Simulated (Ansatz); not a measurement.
# Relative stability

The two ends of one reaction step of Si2NH9O, singlet (PBE0-D4/def2-TZVP).

A:

Si1  (-0.312, 1.148, -0.265)
Si2  (0.298, -2.759, 0.341)
H3  (-1.544, 0.476, -0.733)
H4  (0.370, 0.396, 0.823)
N5  (-0.678, 2.661, 0.429)
H6  (0.540, -2.041, -0.935)
O7  (0.620, 1.175, -1.625)
H8  (1.384, -2.445, 1.304)
H9  (-1.006, -2.339, 0.913)
H10  (0.277, -4.223, 0.090)
H11  (-1.248, 3.359, -0.017)
H12  (-0.187, 3.018, 1.230)
H13  (1.487, 1.576, -1.556)
(Å)

B:

| atom | x (Å) | y (Å) | z (Å) |
| --- | --- | --- | --- |
| Si1 | -1.0696 | 0.3261 | 0.6443 |
| Si2 | 0.1599 | -1.6724 | 0.6028 |
| H3 | -2.2059 | 0.2878 | -0.3167 |
| H4 | -1.6581 | 0.5142 | 2.0054 |
| N5 | -0.0662 | 1.6671 | 0.1364 |
| H6 | 1.0480 | -0.0644 | -2.5846 |
| O7 | 1.4534 | 0.1063 | -1.7323 |
| H8 | 1.5726 | -1.4248 | 0.9903 |
| H9 | -0.4474 | -2.5742 | 1.6253 |
| H10 | 0.0865 | -2.3550 | -0.7114 |
| H11 | -0.5404 | 2.5413 | -0.0437 |
| H12 | 0.7561 | 1.8499 | 0.6962 |
| H13 | 0.9110 | 0.7980 | -1.3122 |

Computed with Ansatz 0.2.0 (basis: def2-TZVPP); correlated methods freeze the cores. B3LYP uses VWN-RPA correlation.

Q: Which structure is lower at CCSD(T), and by how much? (Judge from chemistry; the value comes from the calculation.)

A: By the calculation: A, by 0.976 eV (electronic energy, against the other). By their contacts, A is a complex of SiNH₅O ([NH2][SiH2][OH]) + SiH₄ and B is a complex of Si₂NH₇ ([NH2][SiH2][SiH3]) + H₂O.

All methods give the same order:

```tsv
method	E(B) − E(A) (eV)
SPW92	0.663
PBE-D4	0.701
BLYP-D4	0.889
r2SCAN-D4	0.906
B97M-V	0.937
PBE0-D4	0.786
B3LYP-D4	0.949
r2SCAN0-D4	0.941
BHLYP-D4	1.053
CAM-B3LYP-D4	1.029
wB97X-V	0.955
wB97M-V	1.005
B2PLYP	1.040
PBE-QIDH	0.932
RPA on PBE	1.000
HF	1.332
MP2	1.036
CCSD	1.026
CCSD(T)	0.976
```

No T1 diagnostic of these runs exceeds 0.012.

Labels in which every atom is bracketed show which atoms are joined, not bond orders.

For scale, one of the runs: CCSD(T)/def2-TZVPP, 272 basis functions, launched by `ansatz run in.yaml --threads 8 --pin off --events-out ev --progress --plain --max-ram 19148MiB`. The run took 91 s on 8 CPU threads of an Arm Neoverse V2 (shared host), with 6.9 GiB of host memory at its peak.
